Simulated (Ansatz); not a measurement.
Basis-set extrapolation for C2H2AlNO, SMILES `O=C[C]1=[N][AlH]1` (PBE0-D4/def2-TZVP geometry, frozen core, Ansatz 0.2.0). Multiplicity 1, RHF reference.

```
                      def2-TZVPP   def2-QZVPP
                 HF  -448.137175  -448.153439
    MP2 correlation    -0.790454    -0.847480
CCSD(T) correlation    -0.846576      not run
```

Energies in hartree. Use E(X) = E(∞) + A·exp(−7.88·√X) for Hartree–Fock and E(X) = E(∞) + B·X^(−2.97) for correlation, with X = 3 and 4, and add CCSD(T) minus MP2 of the smaller set to the MP2 limit.

Question: What is the CCSD(T) energy at the basis-set limit?

Answer: HF limit: -448.153439 + (-0.016264) × 0.13774 = -448.15568. MP2 limit: -0.847480 + (-0.057026) × 0.74074 = -0.88972. Higher-order term: -0.846576 − (-0.790454) = -0.05612. Total: -449.10152 hartree, 309.2 kJ/mol below CCSD(T)/def2-TZVPP.
